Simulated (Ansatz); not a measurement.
Total energies of Ag3O⁺ from Ansatz at PBE-D4/def2-TZVP, gas phase (1 Eh = 27.2114 eV = 2625.5 kJ/mol). The reference geometry is relaxed at B3LYP-D4/def2-SVP.

Cartesian coordinates in Å:
```
Ag -1.907 0.776 -0.204
Ag 1.637 1.266 -0.005
Ag 0.275 -2.047 0.135
O -0.005 0.005 0.073
```

```
           state                      geometry  energy (Eh)
charge 1 singlet                     reference   -515.94753
charge 0 doublet                     reference   -516.17581
charge 1 triplet  relaxed at B3LYP-D4/def2-SVP   -515.89083
charge 1 quintet  relaxed at B3LYP-D4/def2-SVP   -515.79461
```

In the def2 sets Ag takes a core potential; there is no spin–orbit coupling.

Work out the vertical electron affinity, to the doublet.

E(charge 1 singlet) − E(charge 0 doublet) = -515.94753 − (-516.17581) = 0.22828 Eh = 6.21 eV.

Which of the charge 1 states is lowest, and how far above it are the others?

The singlet. triplet: -515.89083 − (-515.94753) = 0.05670 Eh = 148.9 kJ/mol; quintet: -515.79461 − (-515.94753) = 0.15292 Eh = 401.5 kJ/mol. The quintet differs in its bonds from the reference.

The structure comes from a short search, and lower isomers may exist.
